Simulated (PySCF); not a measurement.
C5H9O2 (doublet state).
Structure used (GFN2-xTB), in Å, numbered top down from 1:
```
atom  x, y, z in Å
C1     0.172   -1.216    1.883
C2    -0.173   -1.312    0.606
C3    -1.097   -0.377   -0.097
C4    -0.443    0.269   -1.356
C5     0.663    1.201   -1.033
O6     1.757    0.763   -0.329
O7     0.321    2.512   -0.792
H8    -0.202   -0.424    2.511
H9     0.838   -1.921    2.351
H10    0.206   -2.129    0.003
H11   -1.973   -0.933   -0.440
H12   -1.429    0.413    0.578
H13   -0.073   -0.532   -2.002
H14   -1.203    0.833   -1.896
H15    1.553   -0.077    0.116
H16    1.076    2.939   -0.369
```

The hyperfine couplings belong to this conformer and change with its torsions.

The species is `C=CCC[C](O)O` [radical].

The calculation used PySCF 2.14.0, UKS B3LYP, pcH-1 on C H O, non-relativistic, mean-field spin-orbit, GIAO. One conformer (not necessarily the lowest) at the GFN2-xTB geometry, without solvent, vibrations or thermal averaging. A GFN2-xTB geometry isn't a minimum of the functional, and hyperfine couplings can be far from their values at a DFT geometry. Stability of the SCF solution: not tested.

(1) What is the g tensor, term by term?

(2) How much does each term add to the isotropic shift?

(3) What are the electron Larmor frequencies g μB B/h along the three axes at 1200 mT?

(4) In a frozen sample, at which fields do the three g values resonate at 9.5, 34, 94 and 263 GHz (hyperfine left aside), and which band first spreads them over more than twice a line width of 0.3 mT?

Answers

(1) 
```tsv
Δg (ppm)	1	2	3
relativistic mass correction	-227	-227	-227
gauge correction	-2	26	-23
orbital Zeeman/spin–orbit	-90	1240	1712
total	-318	1039	1462
```

So g = 2.00200, 2.00336, 2.00378 and g_iso = 2.00305; the tensor is rhombic: the two nearest values differ by 24 % of g3 − g1. 

(2) The orbital-Zeeman/spin–orbit term 954, the mass correction -227 and the gauge correction 1 ppm, for a total of 728 ppm. The orbital-Zeeman/spin–orbit term is the largest in size. The mass correction is the same along every axis, so the anisotropy comes from the other two: their spans along these axes are 49 (gauge) and 1802 ppm (orbital Zeeman/spin–orbit).

(3) 33.6246, 33.6474, 33.6545 GHz for g1, g2 and g3, a range of 29.9 MHz.

(4) 
| band | GHz | B(g3) mT | B(g2) mT | B(g1) mT | spread mT |
| --- | --- | --- | --- | --- | --- |
| X | 9.5 | 338.74 | 338.81 | 339.04 | 0.30 |
| Q | 34.0 | 1212.32 | 1212.58 | 1213.40 | 1.08 |
| W | 94.0 | 3351.71 | 3352.41 | 3354.69 | 2.98 |
| J | 263.0 | 9377.65 | 9379.63 | 9385.99 | 8.34 |

The spread grows in proportion to the frequency. Q band is the first where it exceeds 0.6 mT.

Largest spin populations (Mulliken): C5 (+0.80) and O7 (+0.10). No atom but C5 exceeds +0.15. The angles at C5 add up to 351.6°, so it is slightly pyramidal.

The HOMO–LUMO gaps are 3.40 eV among the α and 7.21 eV among the β orbitals.

The run took 56 s wall (with the writing of density and orbital grids) on one thread of an Arm Neoverse V1, no GPU (shared host), and the process peaked at 0.96 GiB of memory.
